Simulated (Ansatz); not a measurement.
Pulling on the Se3–H4 bond in H2SeZn (SMILES [ZnH][SeH]) (multiplicity 1 held, fragments rigid). Energies count from the point at 1.474 Å.
Geometry at that point (charge 0, multiplicity 1):
```xyz
4

Zn    -0.7092    -0.5098    -0.8288
H     -1.6137    -1.1646    -1.8828
Se     0.6540     0.5053     0.7407
H      0.6550    -0.7187     1.5618
```

Signs of static correlation in def2-SVP, with CASSCF(4,3), from Ansatz (a program for electronic structure) runs.

| R (Å) | T1 of restricted CCSD | ⟨S²⟩ of UHF | largest double amplitude of restricted CCSD | weight of the CASSCF reference in MRCISD | CASSCF natural occupations |
|---|---|---|---|---|---|
| 1.179 | 0.012 | 0.000 | 0.039 | 0.914 | 2.00 1.99 0.01 |
| 1.326 | 0.012 | 0.000 | 0.038 | 0.914 | 2.00 1.98 0.02 |
| 1.474 | 0.012 | 0.000 | 0.043 | 0.914 | 2.00 1.97 0.03 |
| 1.621 | 0.012 | 0.000 | 0.065 | 0.914 | 2.00 1.96 0.04 |
| 1.769 | 0.013 | 0.000 | 0.052 | 0.914 | 2.00 1.94 0.06 |
| 1.990 | 0.014 | 0.224 | 0.153 | 0.914 | 2.00 1.89 0.11 |
| 2.211 | 0.016 | 0.600 | 0.208 | 0.914 | 2.00 1.82 0.19 |
| 2.579 | ? | 0.864 | 0.377 | 0.915 | 2.00 1.64 0.36 |
| 2.948 | ? | 0.956 | 0.521 | 0.915 | 2.00 1.45 0.55 |
| 3.390 | 0.031 | 0.992 | 0.671 | 0.915 | 2.00 1.26 0.74 |
| 3.979 | 0.034 | 1.005 | 0.803 | 0.915 | 2.00 1.11 0.89 |
| 4.716 | 0.033 | 1.007 | 0.880 | 0.915 | 2.00 1.03 0.97 |

Fill in the missing entries.


- 2.579, T1 of restricted CCSD: 0.020
- 2.948, T1 of restricted CCSD: 0.026

Doubts at one or more of the structures used: active orbitals that take no part (SC-NEVPT2 on CASSCF(4,3)/def2-SVP); a restricted determinant that unrestricted orbitals would lower (R-CCSD(T)/def2-SVP); other coupled-cluster roots lie near (R-CCSD(T)/def2-SVP); a spin-contaminated determinant (U-CCSD(T)/def2-SVP); T1 above 0.05 (U-CCSD(T)/def2-SVP).
